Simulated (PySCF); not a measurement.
Ground-state electric properties of a mixed set of molecules.

All values: wB97X-D/def2-SVPD (PySCF) at GFN2-xTB geometries, gas phase, one conformer each. Core orbitals are frozen in the response; Δα² is half the sum of the squared differences of the principal polarisabilities.

**Question.** Rank by HOMO–LUMO gap, lowest first.
A. `C#CC[P@@H](=S)C#CC`
B. `FC1[SiH2]C[SiH2]C[SiH2]1`
C. `CO[SiH2]OCCC#N`
D. `N#CC1(F)C=C1`

**Answer.** A (9.67 eV), D (11.31 eV), B (11.67 eV), C (12.19 eV).

**Question.** Rank by HOMO energy, highest first.
A. `C#CC[P@@H](=S)C#CC`
B. `CO[SiH2]OCCC#N`
C. `FC1(C=C1)C#N`
D. `FC1[SiH2]C[SiH2]C[SiH2]1`

**Answer.** A (-8.47 eV), D (-9.79 eV), B (-10.34 eV), C (-10.74 eV).

**Question.** Rank by mean static polarisability, highest first.
A. `CO[SiH2]OCCC#N`
B. `FC1[SiH2]C[SiH2]C[SiH2]1`
C. `C1C(F)(C#N)C=1`
D. `C#CC[P@H](C#CC)=S`

**Answer.** D (17.34 Å³), B (16.36 Å³), A (12.32 Å³), C (6.98 Å³).

All values together:

```json
{"SMILES": "N#CC1(F)C=C1", "formula": "C4H2FN", "μ (D)": "4.52", "HOMO (eV)": "-10.74", "LUMO (eV)": "0.57", "α (Å³)": "6.98", "Δα (Å³)": "2.69", "electrons": "42", "α per electron (Å³)": "0.166"}
{"SMILES": "FC1[SiH2]C[SiH2]C[SiH2]1", "formula": "C3H11FSi3", "μ (D)": "1.07", "HOMO (eV)": "-9.79", "LUMO (eV)": "1.88", "α (Å³)": "16.36", "Δα (Å³)": "3.35", "electrons": "80", "α per electron (Å³)": "0.204"}
{"SMILES": "C#CC[P@@H](=S)C#CC", "formula": "C6H7PS", "μ (D)": "4.74", "HOMO (eV)": "-8.47", "LUMO (eV)": "1.21", "α (Å³)": "17.34", "Δα (Å³)": "7.78", "electrons": "74", "α per electron (Å³)": "0.234"}
{"SMILES": "CO[SiH2]OCCC#N", "formula": "C4H9NO2Si", "μ (D)": "4.57", "HOMO (eV)": "-10.34", "LUMO (eV)": "1.86", "α (Å³)": "12.32", "Δα (Å³)": "4.38", "electrons": "70", "α per electron (Å³)": "0.176"}
```

Conformers: `[F:1][CH:2]1[SiH2:3][CH2:4][SiH2:5][CH2:6][SiH2:7]1` with F1–C2–Si3–C4 -68°, C2–Si3–C4–Si5 -53°, Si3–C4–Si5–C6 55°, C4–Si5–C6–Si7 -55°; `[CH:1]#[C:2][CH2:3][P@@H:4](=[S:5])[C:6]#[C:7][CH3:8]` with C2–C3–P4–S5 173°; `[CH3:1][O:2][SiH2:3][O:4][CH2:5][CH2:6][C:7]#[N:8]` with C1–O2–Si3–O4 177°, O2–Si3–O4–C5 54°, Si3–O4–C5–C6 -169°, O4–C5–C6–C7 -178°.
